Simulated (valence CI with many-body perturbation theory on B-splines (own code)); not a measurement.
Values are calculated unless marked as measured or tabulated.
Sn27+ in three bases

Method: configuration interaction combined with many-body perturbation theory (CI+MBPT): five valence electrons over a frozen Dirac-Fock core [Ar], a basis of 7 s, 7 p, 8 d, 6 f, 4 g, 1 h functions for each j, with the one-electron correlation potential Σ1, the two-electron term Σ2, the three-electron term Σ3, Breit, model QED; selected CI, second order for the rest, scaled by the run's own slope (own B-spline code, finite nucleus).

No measured spectrum was set against this ion. As an estimate, large intervals hold to a few tenths of a per cent, small ones and those within an open d or f shell to about a per cent. Among the levels kept, up to 600 cm⁻¹ of a level comes from second order outside the variational space, and about a tenth of that is noise between levels of different J, which matters for small intervals. Only levels of the ground parity were solved; by the run's estimate the other parity begins above the list, which can be wrong where configurations are misplaced.

The reference run has the lowest level (3d3/2^3 3d5/2^2) J=5/2 [a] and an ionisation energy of 1507.45 eV. Its largest variational space holds 20328 state functions.

Levels are named by their leading jj configuration (3d3/2^4 stands for four electrons in 3d with j = 3/2), which in mixed levels can hold well under half, so a name can repeat and another be missing. Letters in brackets count levels of one name in rising energy.

Changed runs:
A. basis 6 s, 6 p, 5 d, 5 f, 1 g
B. basis 5 s, 5 p, 4 d, 4 f

Excitation energies of the reference run in cm⁻¹, and shifts in cm⁻¹:

```
                      Level  Reference      A      B
      (3d3/2^4 3d5/2) J=5/2      85306   +460  +1338
(3d3/2^3 3d5/2^2) J=7/2 [a]     126162   +404  +1418
    (3d3/2^3 3d5/2^2) J=3/2     130254   +418  +1359
   (3d3/2^3 3d5/2^2) J=11/2     132151   +393  +1358
(3d3/2^3 3d5/2^2) J=5/2 [b]     141973   +347  +1253
    (3d3/2^3 3d5/2^2) J=9/2     143109   +360  +1379
    (3d3/2^3 3d5/2^2) J=1/2     152961   +418  +1330
(3d3/2^2 3d5/2^3) J=7/2 [a]     178287   +381  +1627
(3d3/2^3 3d5/2^2) J=5/2 [c]     184891   +500  +1704
   (3d3/2^2 3d5/2^3) J=11/2     202748   +461  +1590
(3d3/2^3 3d5/2^2) J=7/2 [b]     204711   +558  +1961
(3d3/2^2 3d5/2^3) J=1/2 [a]     210116   +329  +1476
     Ionisation energy (eV)    1507.45  -0.08  -0.09
```
